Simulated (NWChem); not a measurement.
System: SiHOCl2F; SMILES [Si](O)(Cl)(F)Cl

NWChem input:

```
start job
memory heap 200 mb stack 900 mb global 1100 mb
geometry units angstroms noautosym nocenter noautoz
  O     -1.330487    -0.197809    -1.310087
  Si    -0.347552    -0.036467     0.002312
  F     -1.209336     0.018427     1.376008
  Cl     0.862977    -1.676183     0.063133
  Cl     0.748643     1.700134    -0.071807
  H     -1.825571     0.599250    -1.571342
end
basis spherical
  * library sto-3g
end
dft
  xc b3lyp
  iterations 150
end
property
  response 1 0.0773
end
task dft property
```

STO-3G and 3-21G are far too small for this property and stand as cheap habits. The geometry was optimised at PBE-D3(BJ)/def2-SVP.

Field at 589 nm.

Task: Predict the main results of this run. (B3LYP/STO-3G.) Quantities: isotropic polarisability (bohr³); anisotropy (bohr³).

Result: 
- isotropic polarisability (bohr³) = 20.9
- anisotropy (bohr³) = 14.3
